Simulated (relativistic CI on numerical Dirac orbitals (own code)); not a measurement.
**Hg⁴⁺ (5d8) in a crystal field**

Calculated by Dirac-Coulomb-Breit CI, separate exchange-only KLI orbitals for each configuration, model QED (radiative potential, 1s self-energy scaled to tabulated hydrogen-like ionisation energies), one configuration in a parametric crystal field, unscaled Slater integrals (own radial code). With so little scaling, terms lie 10 to 35 % too far apart, which can change the order of excited levels.

Field parameters in Wybourne normalisation: Oh B⁴₀ = 21Dq, B⁴₄ = √(5/14) B⁴₀. The field is a parameter set, without covalency.

S and J are read from ⟨S²⟩ = S(S + 1) and ⟨J²⟩ = J(J + 1) of each level; they are not fictitious spins.

Oh, 10Dq = 8500 cm⁻¹, the lowest 16 levels:

```tsv
E (cm⁻¹)	Degeneracy	Irrep	S	J
0.0	3	T2	0.98	3.91
5775	2	E	0.93	3.89
7455	3	T1	0.97	3.95
9936	1	A1	0.94	3.93
12909	2	E	0.60	2.28
14891	3	T2	0.81	2.44
18496	1	A2	1.00	3.00
21299	3	T1	1.00	3.00
22521	3	T2	0.82	2.73
27038	3	T2	1.00	2.06
30671	1	A1	0.71	2.05
33382	2	E	0.91	2.27
35006	2	E	0.61	3.09
35566	3	T1	0.87	1.91
35723	1	A1	0.45	3.24
37476	3	T1	0.36	3.64
```

Oh, 10Dq = 42500 cm⁻¹, the lowest 16 levels:

```
E (cm⁻¹)  Degeneracy  Irrep     S     J
     0.0           3     T2  0.99  3.54
   15072           2      E  0.15  2.88
   28908           1     A1  0.21  3.24
   40146           2      E  0.98  3.72
   40535           3     T1  0.97  3.66
   44282           3     T2  0.94  2.96
   48114           1     A2  1.00  3.00
   55182           3     T2  0.91  2.18
   56655           3     T1  0.97  2.41
   57871           1     A1  0.91  3.06
   58465           2      E  0.94  2.25
   61523           3     T2  0.39  2.85
   66247           3     T1  0.17  3.84
   85776           1     A1  0.95  2.57
   90832           3     T1  0.99  2.72
   94228           2      E  0.94  2.43
```

Oh, 10Dq = 35700 cm⁻¹, the lowest 10 levels:

| E (cm⁻¹) | Degeneracy | Irrep | S | J |
| --- | --- | --- | --- | --- |
| 0.0 | 3 | T2 | 0.99 | 3.58 |
| 14657 | 2 | E | 0.21 | 2.86 |
| 27910 | 1 | A1 | 0.30 | 3.25 |
| 33572 | 2 | E | 0.97 | 3.72 |
| 33837 | 3 | T1 | 0.97 | 3.69 |
| 37809 | 3 | T2 | 0.93 | 2.92 |
| 41680 | 1 | A2 | 1.00 | 3.00 |
| 48793 | 3 | T2 | 0.91 | 2.18 |
| 49766 | 3 | T1 | 0.97 | 2.50 |
| 51168 | 1 | A1 | 0.86 | 3.32 |

Oh, 10Dq = 28900 cm⁻¹, the lowest 10 levels:

```csv
E (cm⁻¹),Degeneracy,Irrep,S,J
0.0,3,T2,0.99,3.63
13977,2,E,0.31,2.88
26209,1,A1,0.45,3.29
27153,2,E,0.95,3.68
27160,3,T1,0.97,3.74
31474,3,T2,0.92,2.86
35373,1,A2,1.00,3.00
42528,3,T2,0.90,2.18
42796,3,T1,0.98,2.63
44714,1,A1,0.77,3.61
```

Oh, 10Dq = 22100 cm⁻¹, the lowest 10 levels:

```tsv
E (cm⁻¹)	Degeneracy	Irrep	S	J
0.0	3	T2	0.99	3.70
12735	2	E	0.48	3.01
20514	3	T1	0.97	3.79
21119	2	E	0.88	3.51
23053	1	A1	0.66	3.42
25377	3	T2	0.90	2.78
29275	1	A2	1.00	3.00
35689	3	T1	0.98	2.78
36412	3	T2	0.88	2.22
38983	1	A1	0.60	3.78
```

The free-ion ground term has S = 1. Every field shown keeps that spin.

Levels of this model without a field, named by their leading LS term: 3F_4 0, 1D_2 10053, 3F_3 14171, 3P_2 23237, 3P_0 25433, 3P_1 29241, 1G_4 32584, 1D_2 37576 cm⁻¹.
